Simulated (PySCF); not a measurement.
Species: CH₅NOSi.
SMILES: `NC(=O)[SiH3]`

Torsions of this conformer, `[NH2:1][C:2](=[O:3])[SiH3:4]`: H–N1–C2–O3 180°, H–N1–C2–O3 0°.

The closed-shell ground state was solved at several levels (PySCF, density fitting, gas phase, non-relativistic). Geometry: PBE0-D3(BJ)/def2-SVP; no solvent, vibrations or thermal averaging.

| level | basis functions | total energy (Eh) | HOMO (eV) | LUMO (eV) | gap (eV) | dipole (D) |
| --- | --- | --- | --- | --- | --- | --- |
| PBE0/pcSseg-1 | 100 | -460.2423 | -7.12 | -0.19 | 6.93 | 3.58 |
| PBE0/def2-SVPD | 127 | -460.0684 | -7.23 | -0.43 | 6.80 | 3.65 |

Question: What might KT2/pcSseg-2 (221 basis functions) give for the same quantities?

Answer: Total energy -465.8453 Eh, HOMO -5.91 eV, LUMO -1.36 eV, gap 4.55 eV, dipole 3.42 D.

Question: Over all these levels, which gives the widest orbital gap and which the narrowest?

Answer: PBE0/pcSseg-1 (global hybrid, 25 % exact exchange) has the widest, 6.93 eV, and KT2/pcSseg-2 (GGA) the narrowest, 4.55 eV. Functional and basis both differ between the two, so the spread mixes both effects.

Question: How far do the dipole and the HOMO energy spread over the levels?

Answer: The dipole runs from 3.42 to 3.65 D (mean 3.55 D) and the HOMO from -7.23 to -5.91 eV.
